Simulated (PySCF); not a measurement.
**Where the electron goes**

Species: [RuNCl4]- (charge -1 and singlet state).
Structure used (PBE0-D3(BJ)/def2-SVP), in Å, numbered top down from 1:
```xyz
6
Cl4NRu angstrom
Ru     0.000    0.000    0.139
N      0.004   -0.007    1.703
Cl     2.252    0.002   -0.467
Cl    -0.001    2.256   -0.452
Cl    -2.255    0.001   -0.455
Cl    -0.001   -2.251   -0.470
```

Method: PySCF, TDDFT B3LYP/def2-SVPD, vertical, gas phase, core orbitals frozen in the response, def2 core potentials past Kr. Spin–orbit coupling is left out.

Frontier orbitals with the atoms that hold most of them (Löwdin shares over 4%, at most four atoms; ? is withheld):

```
orbital  ε (eV)                               atoms
 HOMO-3   -4.16  Cl4 31%, Cl6 31%, Cl3 16%, Cl5 16%
 HOMO-2   -4.16  Cl5 31%, Cl3 31%, Cl6 16%, Cl4 16%
 HOMO-1   -3.58                                   ?
   HOMO   -3.54                                   ?
   LUMO    0.46     Ru1 45%, N2 42%, Cl6 6%, Cl4 6%
 LUMO+1    0.46     Ru1 45%, N2 42%, Cl5 6%, Cl3 6%
 LUMO+2    0.65  Ru1 49%, Cl3 13%, Cl6 13%, Cl4 13%
```

Problem. Which atoms hold the HOMO, and with what shares?

Solution. Cl6 (bonded to Ru) 25%; Cl3 (bonded to Ru) 25%; Cl4 (bonded to Ru) 25%; Cl5 (bonded to Ru) 25%.

Problem. Give the leading atoms of the HOMO-1.

Solution. Ru1 (bonded to 4 Cl and N) 46%; Cl5 (bonded to Ru) 13%; Cl3 (bonded to Ru) 13%; Cl4 (bonded to Ru) 13%. By element: ruthenium 46%, chlorine 40% or more.

Within 0.005 eV of a neighbour in this list lie HOMO-3/HOMO-2 and LUMO/LUMO+1 (point group found: C4v); within a degenerate set the shares of single atoms can hang on how the components are chosen.

Problem. How does S1 compare with the orbital gap of 3.99 eV?

Solution. S1 is at 2.54 eV (f = 0.0000), 1.46 eV below the gap, made of HOMO-1→LUMO+2 (97%). Its leading pair isn't HOMO and LUMO; the energies of that pair differ by 4.23 eV. 

For S1 the Löwdin share of ruthenium is 46% in HOMO-1 and 49% in LUMO+2.

Next come S2 at 2.55 eV (f 0.0003), HOMO-1→LUMO/LUMO+1 (98%); S3 at 2.55 eV (f 0.0003), HOMO-1→LUMO/LUMO+1 (98%); S4 at 2.98 eV (f 0.0004), HOMO→LUMO/LUMO+1 (99%); S5 at 2.99 eV (f 0.0004), HOMO→LUMO/LUMO+1 (99%).

Orbitals of the list HOMO-3 to LUMO+2 that lie within 0.01 eV of each other are written together with a slash and their weights summed (≥ marks a lower bound); for degenerate orbitals outside that list single weights are arbitrary.
